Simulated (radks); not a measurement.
Kinetic energies: the exact non-interacting value of the Kohn-Sham orbitals and orbital-free approximations, in hartree. Species: Sn2+ [Kr] 4d10 5s2; Eu2+ [Xe] 4f7; Pb3+ [Xe] 4f14 5d10 6s1. Calculated with a radial shooting solver on a logarithmic mesh with Libxc functionals: non-relativistic Kohn-Sham, LDA (Slater exchange, Perdew-Wang correlation), spin-polarised, spherical densities, point nucleus. Every spin shell is full or empty, so the densities are truly spherical. Functionals are evaluated on that one density, not self-consistently.

[
 {"functional": "exact", "Sn2+": "6015.77", "Eu2+": "10414.9", "Pb3+": "19510.9"},
 {"functional": "Thomas-Fermi", "Sn2+": "5697.5", "Eu2+": "9892.4", "Pb3+": "18618"},
 {"functional": "von Weizsacker", "Sn2+": "2497.9", "Eu2+": "4006.0", "Pb3+": "6846.2"},
 {"functional": "TF + vW", "Sn2+": "8195.4", "Eu2+": "13898", "Pb3+": "25464"},
 {"functional": "TF + vW/9", "Sn2+": "5975.0", "Eu2+": "10338", "Pb3+": "19379"},
 {"functional": "TF + vW/5", "Sn2+": "6197.1", "Eu2+": "10694", "Pb3+": "19987"},
 {"functional": "LC94", "Sn2+": "6019.9", "Eu2+": "10413", "Pb3+": "19515"},
 {"functional": "APBEK", "Sn2+": "6023.1", "Eu2+": "10417", "Pb3+": "19520"},
 {"functional": "Perdew 92", "Sn2+": "5975.6", "Eu2+": "10338", "Pb3+": "19380"},
 {"functional": "Thakkar", "Sn2+": "5981.3", "Eu2+": "10339", "Pb3+": "19358"},
 {"functional": "Pearson", "Sn2+": "5960.5", "Eu2+": "10318", "Pb3+": "19349"},
 {"functional": "LKT", "Sn2+": "7168.6", "Eu2+": "12233", "Pb3+": "22585"},
 {"functional": "DePristo-Kress", "Sn2+": "6010.1", "Eu2+": "10393", "Pb3+": "19472"},
 {"functional": "Ernzerhof", "Sn2+": "5991.7", "Eu2+": "10363", "Pb3+": "19419"}
]
